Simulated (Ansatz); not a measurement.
Reaction (substitution at a C–Se bond): `C=C(S)C[SeH]` + H–F → `C=C(S)CF` + H₂Se

Gas-phase electronic energies from Ansatz, PBE0-D4/def2-TZVP geometries. CBS: MP2 limit from def2 TZ/QZ plus the TZ coupled-cluster correction, frozen cores. This one scheme is used for every species. DFT in def2-TZVPP. B3LYP here is the variant with VWN-RPA as its local correlation; programs differ in this. For Se outer-core shells are correlated without core-valence functions, which leaves a few kJ/mol of doubt a bond. Scalar relativity is left out up to krypton. One conformer a species, not always the lowest.

`C=C(S)C[SeH]`:

Cartesian coordinates in Å:
```
C 1.827 0.152 -0.370
C 0.521 -0.088 -0.467
S -0.232 -0.295 -2.044
C -0.334 -0.291 0.737
Se -1.707 1.119 0.897
H 2.309 0.187 0.600
H 2.447 0.302 -1.246
H -1.426 0.211 -1.674
H -0.875 -1.234 0.679
H 0.272 -0.270 1.641
H -2.801 0.206 1.246
```

H–F:

Z-matrix (Å, degrees):
```
F
H 1 0.920
```

`C=C(S)CF`:

Cartesian coordinates in Å:
```
C -1.038 0.794 0.791
C -0.389 -0.025 -0.026
S -1.253 -1.162 -1.055
C 1.090 0.017 -0.240
F 1.700 0.921 0.596
H -2.110 0.727 0.923
H -0.497 1.556 1.338
H -0.345 -2.153 -1.002
H 1.313 0.297 -1.275
H 1.529 -0.971 -0.048
```

H₂Se:

Z-matrix (Å, degrees):
```
Se
H 1 1.467
H 1 1.467 2 91.2
```

Q: Is it downhill or uphill in electronic energy at CCSD(T)/CBS, and by how much? (Estimate.)

A: Computed: Uphill: ΔE = +0.51 eV.

Q: What do these levels give: PBE-D4, B3LYP-D4, ωB97X-V, HF/def2-TZVPP, CCSD/def2-TZVPP, HF/def2-QZVPP? (An estimate is asked.)

A: The calculation gave: PBE-D4 0.43, B3LYP-D4 0.37, ωB97X-V 0.29, HF/def2-TZVPP 0.08, CCSD/def2-TZVPP 0.40, HF/def2-QZVPP 0.08 eV.

Largest T1 diagnostic among the species: 0.011.

In def2-TZVPP, CCSD(T) changes the Hartree–Fock value by +0.38 eV (the triples alone add +0.06 eV) and MP2 by +0.56 eV. The D4 term adds +0.14 eV with B3LYP and +0.07 eV with PBE0; it sums over pairs of atoms, weighted by their polarisabilities, and B3LYP, whose exchange is more repulsive, gets the larger term.
